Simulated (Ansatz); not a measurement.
Reactions of C3H7FO2, SMILES `CC(O)(F)CO`.

Gas-phase electronic energies from Ansatz, PBE0-D4/def2-TZVP geometries. CBS: MP2 limit from def2 TZ/QZ plus the TZ coupled-cluster correction, frozen cores. This one scheme is used for every species. DFT in def2-TZVPP. For As, Se outer-core shells are correlated without core-valence functions, which leaves a few kJ/mol of doubt a bond. Scalar relativity is left out up to krypton. One conformer a species, not always the lowest.

```csv
reaction,CCSD(T)/CBS(def2) (eV)
`CC(O)(F)CO` + `CN[SiH3]` → `OCCN[SiH3]` + `CC(O)F`,0.11
`CC(O)(F)CO` + H₂Se → `CC(O)(F)[SeH]` + CH₃OH,0.40
`CC(O)(F)CO` + H₂S → `CC(O)(F)S` + CH₃OH,0.41
`CC(O)(F)CO` + `[AsH3]` → `OC[AsH2]` + `CC(O)F`,?
```

(1) Fill in the missing values. (Best estimate.)

Largest T1 diagnostic: 0.012, for `CC(O)(F)S`.

## Answers

(1) Ansatz gave: `CC(O)(F)CO` + `[AsH3]` → `OC[AsH2]` + `CC(O)F`: +0.33 eV.
